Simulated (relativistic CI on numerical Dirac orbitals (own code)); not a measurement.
Level scheme of Tm¹⁵⁺

Method of calculation: Dirac-Coulomb-Breit CI, separate exchange-only KLI orbitals for each configuration, model QED, unscaled Slater integrals (own radial code, finite nucleus).

Configuration list (outside the closed core [Ar] 3d10 4p6 4d10): 4s2 4f8, 4s2 4f6 5s2, 4s2 4f7 6s, 4s 4f9, 4f10. Levels of other configurations are missing.

The lowest level is 4s2 4f8 7F_6, with 91 % of that term; Hund's rules for 4s2 4f8 give 7F with J = 6, in agreement.

```csv
No.,Configuration,Term,J,E (eV),%,Lifetime (s)
1,4s2 4f8,7F,6,0.0000,91,
2,4s2 4f8,7F,5,0.4976,90,3.33e-01
3,4s2 4f8,7F,4,0.7469,83,1.46e+00
4,4s2 4f6 5s2,7F,0,0.8125,52,
5,4s2 4f8,7F,1,0.8926,46,
6,4s2 4f8,7F,3,0.9085,75,3.82e+00
7,4s2 4f8,7F,2,0.9465,61,7.41e+01
8,4s2 4f8,7F,0,2.0168,56,3.11e-01
9,4s2 4f8,7F,1,2.0761,47,1.93e-01
10,4s2 4f6 5s2,7F,2,2.1918,60,
11,4s2 4f6 5s2,7F,3,2.3809,76,
12,4s2 4f6 5s2,7F,4,2.6215,85,
13,4s2 4f6 5s2,7F,5,2.9057,88,
14,4s2 4f6 5s2,7F,6,3.1739,88,
15,4s2 4f8,5D,4,4.1828,87,9.59e-03
16,4s2 4f6 5s2,5D,0,4.8791,57,
17,4s2 4f8,5L,10,5.2628,88,
18,4s2 4f8,5G,6,5.4219,49,7.10e-03
19,4s2 4f6 5s2,5D,1,5.5924,73,
20,4s2 4f8,5L,9,5.6432,88,7.82e-01
21,4s2 4f8,5D,3,5.6554,84,5.39e-03
22,4s2 4f8,5G,5,5.8044,60,8.80e-03
23,4s2 4f8,5L,8,5.8164,83,5.09e+00
24,4s2 4f8,5L,6,5.8362,60,4.59e-02
25,4s2 4f8,5L,7,5.8440,72,1.97e+00
26,4s2 4f8,5G,4,5.8993,61,1.19e-02
27,4s2 4f8,5D,2,5.9762,57,5.68e-03
28,4s2 4f8,5G,3,6.1003,72,1.58e-02
29,4s2 4f8,5G,2,6.2714,89,2.92e-02
30,4s2 4f8,5H,7,6.4623,73,1.20e-01
31,4s2 4f6 5s2,5D,2,6.4848,79,6.66e-03
32,4s2 4f8,5D,1,6.7171,72,5.50e-03
33,4s2 4f8,5D,0,6.8002,64,5.75e-03
34,4s2 4f8,5H,6,6.8477,46,2.35e-02
35,4s2 4f8,5H,5,7.0910,40,2.02e-02
36,4s2 4f6 5s2,5L,6,7.1617,51,8.83e-02
37,4s2 4f8,5H,4,7.2102,42,2.22e-02
38,4s2 4f8,5H,3,7.2436,43,2.71e-02
39,4s2 4f6 5s2,5D,3,7.3598,71,8.80e-03
40,4s2 4f8,5I,8,7.3718,76,9.93e-02
41,4s2 4f8,5F,5,7.4425,57,7.22e-03
42,4s2 4f8,5F,4,7.5186,35,1.60e-02
43,4s2 4f6 5s2,5G,6,7.5236,28,1.02e-02
44,4s2 4f6 5s2,5G,2,7.5503,79,1.51e-02
45,4s2 4f6 5s2,5L,7,7.5654,72,1.90e-01
46,4s2 4f6 5s2,5G,5,7.6424,24,9.59e-03
47,4s2 4f8,5I,7,7.6838,67,2.64e-01
48,4s2 4f8,5F,4,7.7394,30,1.64e-02
49,4s2 4f6 5s2,5G,3,7.7672,53,9.58e-03
50,4s2 4f6 5s2,5L,8,7.8619,75,2.47e-01
51,4s2 4f6 5s2,5L,9,7.9975,64,2.66e-01
52,4s2 4f8,5F,3,8.0206,68,1.38e-02
53,4s2 4f8,5I,6,8.0453,35,1.64e-02
54,4s2 4f6 5s2,5G,4,8.0762,35,1.37e-02
55,4s2 4f6 5s2,5L,10,8.0920,71,1.64e-01
56,4s2 4f8,5F,2,8.1262,81,8.82e-03
57,4s2 4f8,5I,5,8.1524,36,1.46e-02
58,4s2 4f8,5F,1,8.2033,88,6.98e-03
59,4s2 4f6 5s2,5D,4,8.3104,72,1.26e-02
60,4s2 4f8,3I,6,8.3876,30,7.77e-03
61,4s2 4f8,5K,9,8.4129,62,3.98e-02
62,4s2 4f8,3P,2,8.5064,40,4.81e-03
63,4s2 4f8,3O,10,8.5451,33,2.84e-02
64,4s2 4f8,5K,5,8.6689,40,1.74e-02
65,4s2 4f8,5K,8,8.7037,70,1.63e-01
66,4s2 4f6 5s2,5H,7,8.7810,39,2.58e-02
67,4s2 4f6 5s2,3P,0,8.8534,48,2.83e-03
68,4s2 4f8,5G,6,8.8575,33,2.99e-02
69,4s2 4f8,5K,7,8.8954,52,2.30e-02
70,4s2 4f8,3O,12,8.8986,87,
```

Energies count from the lowest computed level; lifetimes are radiative, by E1, M1, E2, M2 decay to levels of this space only; some are left blank where a channel outside the calculation adds to the decay or the decay crosses a small, uncertain gap.

The mean weight of the leading LS term, summed over parents, in these 70 levels is 62 %, and that of the leading jj configuration (from the same eigenvectors) 38 %, so LS coupling describes them better.

At this charge transitions that keep the count of f electrons are usually good to a few per cent. Terms inside the open d or f shell come out 10 to 20 % too wide with unscaled integrals. Levels and lines within the n = 5 or 6 shells can be off by up to 10 % or somewhat more, and those that change n by about 2 %, since core polarisation is missing. Levels that differ in their count of f electrons can be misplaced by several ten thousand cm⁻¹, since the correlation energy of f electrons is missing or only estimated; rates across such gaps can be off by orders of magnitude.

LS names give the leading component of a level, which can be under half, so a name can repeat, a term be missing and a line seem to break the LS rules.
